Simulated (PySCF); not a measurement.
Species: C5H7ClN2Si.
Structure used (GFN2-xTB), in Å, numbered top down from 1:
```xyz
16
C5H7ClN2Si angstrom
C      3.2768    0.2486    0.4263
C      2.0055    0.6217    0.3911
Si     0.7496    0.0647   -0.8880
Cl     1.1473   -1.7694   -1.6190
N     -0.7830   -0.0700   -0.0361
C     -1.8146   -0.9425   -0.1659
C     -2.8066   -0.5458    0.6875
C     -2.2890    0.6066    1.3094
N     -1.0854    0.8800    0.8692
H      3.6913   -0.4326   -0.3001
H      3.9590    0.5996    1.1849
H      1.6353    1.3025    1.1471
H      0.5682    0.9904   -2.0052
H     -1.7516   -1.7689   -0.8442
H     -3.7597   -1.0048    0.8506
H     -2.7507    1.2287    2.0510
```

Computed at PBE0/pcSseg-1 (PySCF, non-relativistic), with Q(35Cl) = −0.0817 b, Q(14N) = 0.02044 b: Cl4, 35Cl (I = 3/2): χzz = -39.70 MHz, η = 0.131; N5, 14N (I = 1): χzz = 2.689 MHz, η = 0.835; N9, 14N (I = 1): χzz = -5.015 MHz, η = 0.614.

Task: Where would the pure quadrupole (NQR) lines of 35Cl at Cl4 fall for the rigid, isolated species?

Result: From ν = (|χ|/2)√(1 + η²/3): ν = 19.91 MHz (silicon-bound chlorine). For 37Cl the ratio of quadrupole moments, 0.7881, gives 15.69 MHz.

Task: Find the zero-field quadrupole resonance frequencies of 14N at N5.

Result: From ν± = (3/4)|χ|(1 ± η/3) and ν0 = |χ|η/2: ν+ 2.578 MHz, ν− 1.455 MHz, ν0 1.122 MHz (pyrrole-type nitrogen).

Task: Find the zero-field quadrupole resonance frequencies of 14N at N9.

Result: From ν± = (3/4)|χ|(1 ± η/3) and ν0 = |χ|η/2: ν+ 4.531 MHz, ν− 2.992 MHz, ν0 1.539 MHz (pyridine-type nitrogen).

Task: Apply the simplest Townes–Dailey estimate (no s hybridisation, no π bonding), ionic character = 1 − χzz/χ0, where χ0 is the coupling for one missing p electron along the bond: −109.74 MHz for 35Cl.

Result: Cl4 on Si3: 1 − (-39.70)/(-109.74) = 0.64. In this model a purely covalent bond gives χ0 and a free halide ion gives zero; s hybridisation or π bonding, where present, is counted here as ionic character.

In a crystal, neighbours and librations shift these lines. GFN2-xTB bond lengths can be off by several hundredths of an ångström, more for odd bonds, and the gradients follow them. With so small a basis the couplings can be 20 % off.

One conformer stands for the species.
